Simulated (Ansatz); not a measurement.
Geometry optimisation, Ansatz, RKS B3LYP/def2-SVP.

Input file:

```yaml
crystal:
  periodic: [false, false, false]
  atoms:
    - { symbol: Ge, position_ang: [-0.55931, -0.850496, 0.488096] }
    - { symbol: Si, position_ang: [0.586099, 0.965846, -0.394995] }
    - { symbol: H, position_ang: [0.688866, 0.404829, -1.721273] }
    - { symbol: H, position_ang: [-0.17954, 2.242103, -0.429147] }
    - { symbol: H, position_ang: [1.942312, 1.194875, 0.173711] }
    - { symbol: H, position_ang: [-1.83782, -1.046837, -0.365448] }
    - { symbol: H, position_ang: [-0.979004, -0.814817, 1.973769] }
    - { symbol: H, position_ang: [0.338497, -2.095604, 0.275286] }
basis:
  gaussian: { orbitals: def2-SVP }
hamiltonian:
  xc: b3lyp
relax:
  f_tol: 0.03
  max_steps: 50
output:
  orbitals: {}
```

Run as:

```bash
$ ansatz run input.yaml --threads 2 --pin off --max-ram 3072MiB --backend cpu --events-out ev --progress --plain --runs-dir out
```

Q: Where does it end, and by what steps?

A: The run converged. After 4 steps the energy has fallen by 0.157 eV; H3 moved furthest, 0.39 Å.

```csv
step,energy less start (eV),largest force component (eV/Å),accepted
0,0.0000,1.101,yes
1,-0.1114,0.179,yes
2,-0.1546,0.072,yes
3,-0.1567,0.045,yes
4,-0.1569,0.003,yes
```

```xyz
8
Properties=species:S:1:pos:R:3
Ge -0.585 -0.920 0.469
Si 0.597 0.939 -0.479
H 0.886 0.683 -1.920
H -0.223 2.181 -0.366
H 1.888 1.148 0.241
H -1.921 -1.152 -0.270
H -0.897 -0.667 1.960
H 0.254 -2.212 0.365
```

Whether the end is a true minimum wasn't checked by a vibrational analysis.

Run time: 8.4 s on 2 threads of Arm Neoverse V1 (shared host), peak memory 0.16 GiB.
